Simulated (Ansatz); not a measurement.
Cost and result for the atomization energy of `BOCCC` (14 atoms, 13 bonds).

```xyz
14

B    -2.2280    1.3395    0.5100
O    -0.9838    1.0679    0.9220
C    -0.3164   -0.1357    0.5741
C     0.8622    0.1499   -0.3287
C     1.6422   -1.1124   -0.6523
H    -2.6945    2.3899    0.8437
H    -2.8296    0.5449   -0.1656
H    -1.0200   -0.8227    0.0890
H     0.0243   -0.5976    1.5062
H     1.5085    0.8843    0.1610
H     0.4965    0.6170   -1.2490
H     1.0141   -1.8503   -1.1588
H     2.4885   -0.8950   -1.3061
H     2.0361   -1.5795    0.2545
```

Total charge 0; spin multiplicity 1. Geometry: relaxed with PBE0-D4/def2-TZVP. It is one conformer, not always the lowest. Program: Ansatz. All runs use 4 threads of an Arm Neoverse V2 on a shared host. Times are those of one run each, without the atoms' runs, and a repeat can differ threefold. Electronic energies, without spin–orbit coupling; frozen cores. CCSD(T)/CBS adds CCSD(T) − MP2 in def2-TZVPP to the MP2 limit, and its time is that of the two runs behind it. T1 = 0.012. B3LYP takes the VWN-RPA correlation (the form of Gaussian; ORCA's B3LYP/G).

CCSD(T)/CBS is a level of theory with its own doubt, some kJ/mol a heavy atom from the limit and from the frozen cores, so smaller differences don't rank the functionals.

```csv
level,functions,wall time,atomization (kcal/mol),difference from CCSD(T)/CBS,per bond
PBE-D4/def2-TZVPP (with forces),281,2.3 s,1332.8,23.6,1.8
PBE0-D4/def2-TZVPP,281,2.4 s,1315.8,6.6,0.5
B3LYP-D4/def2-TZVPP (with forces),281,4.1 s,1313.6,4.4,0.3
r2SCAN-D4/def2-TZVPP (with forces),281,4.1 s,1314.7,5.5,0.4
B2PLYP/def2-TZVPP,281,4.6 s,1301.1,-8.1,-0.6
ωB97X-V/def2-TZVPP,281,7 s,1312.4,3.2,0.2
ωB97M-V/def2-TZVPP (with forces),281,10 s,1315.1,5.9,0.5
MP2/def2-QZVPP,555,22 s,1313.5,4.3,0.3
CCSD(T)/def2-TZVPP,281,3.1 min,1282.0,-27.2,-2.1
CCSD(T)/CBS(def2),–,3.5 min,1309.2,0.0,0.0
```

In def2-TZVPP, CCSD(T) changes the Hartree–Fock value by +287.1 kcal/mol (the triples alone add +15.1 kcal/mol) and MP2 by +302.5 kcal/mol; breaking electron pairs costs correlation energy, which Hartree–Fock lacks. From PBE to PBE0 (25 % exact exchange), in def2-TZVPP and without D4, the atomization energy moves by −16.1 kcal/mol: exact exchange takes away binding that semilocal exchange gives to molecules. The D4 term adds +8.2 kcal/mol with B3LYP and +4.3 kcal/mol with PBE0; it sums over pairs of atoms, weighted by their polarisabilities, and B3LYP, whose exchange is more repulsive, gets the larger term.
